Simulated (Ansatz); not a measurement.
The first iterations of a band of a periodic cell of 17 atoms, LiAl₁₆ (surface Al(110), adsorbate Li).

Computed with DFT PBE, scalar-relativistic, plane waves, PAW (Ansatz). Settings: cutoff 420 eV, k mesh 3x4x1, gaussian smearing 0.05 eV, no spin polarisation.

```json
{
  "movable images": "5",
  "climbing image": "yes",
  "spring": "1.0 eV/Å²",
  "optimiser": "lbfgs",
  "start path": "IDPP",
  "force threshold": "0.03 eV/Å",
  "iteration limit": "32",
  "end points": "relaxed",
  "atoms held": "1 to 4"
}
```

Initial state:

```xyz
17
Lattice="8.1000 0.0000 0.0000 0.0000 5.7276 0.0000 0.0000 0.0000 16.2957" Properties=species:S:1:pos:R:3
Al 2.025 1.432 1.000
Al 6.075 1.432 1.000
Al 2.025 4.296 1.000
Al 6.075 4.296 1.000
Al 0.023 -0.003 2.336
Al 4.066 -0.003 2.334
Al 0.023 2.867 2.336
Al 4.066 2.867 2.334
Al 2.082 1.432 3.799
Al 6.129 1.432 3.884
Al 2.084 4.296 3.836
Al 6.129 4.296 3.891
Al 0.091 -0.014 5.210
Al 4.101 -0.016 5.214
Al 0.091 2.877 5.210
Al 4.101 2.879 5.214
Li 2.095 1.432 6.617
```

Final state:

Only the atoms that move by more than 0.05 Å are listed.
```
Li17 2.095 4.296 6.617
```

| iteration | highest image above the first end (eV) | largest band force component (eV/Å) |
| --- | --- | --- |
| 1 | 0.341 | 0.360 |
| 2 | 0.338 | 0.355 |
| 3 | 0.257 | 0.189 |
| 4 | 0.228 | 0.221 |

Q: Does the band converge within its limit, and where does its top end?

A: The run converged. It ended after 13 iterations with the highest image 0.207 eV above the first end. By the program's own check the climbing image is a first-order saddle point (lowest curvatures found: -0.45 and 0.04 eV/Å²). Limits of this set-up: coarse k mesh, thin slab, slab without dipole correction, a typed lattice constant that wasn't relaxed here.

The run took 15 min on 2 threads of AMD EPYC 7R43 64-Core Processor (Zen 3) (shared host), peak memory 2 GiB.
